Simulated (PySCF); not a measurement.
C2H6Si, charge +1, quartet, at a GFN2-xTB geometry of the parent state (a state made from the parent by changing its charge; the spin is typed, not shown lowest).

Here is a job for PySCF.
```python
from pyscf import gto, scf, dft

mol = gto.Mole()
mol.atom = '''
    Si   -0.25781853    0.11561357    0.69927516
    C     0.74714689    1.26727629   -0.47256628
    H     0.92573921    2.24312512   -0.02482989
    H     0.22513318    1.43369211   -1.41547096
    H     1.72091760    0.83786826   -0.71036843
    C    -0.40578857   -1.42035160   -0.45329187
    H     0.57448304   -1.79226401   -0.75330936
    H    -0.95623279   -1.18077588   -1.36366825
    H    -0.92873070   -2.24178365    0.03294363
'''
mol.basis = '3-21g'
mol.charge = 1
mol.spin = 3
mol.verbose = 4
mol.build()

mf = dft.ROKS(mol)
mf.xc = 'blyp'
mf.kernel()
mf.analyze()
```

**Question.** What does this run give for the total energy, nuclear repulsion energy, <S^2>, number of basis functions?

**Answer.** 
```
Property                            Value
-------------------------  --------------
total energy               -366.821811 Ha
nuclear repulsion energy       96.5075 Eh
<S^2>                               3.750
number of basis functions              43
```

These values belong to the state on which the SCF converged, which isn't shown to be the lowest.
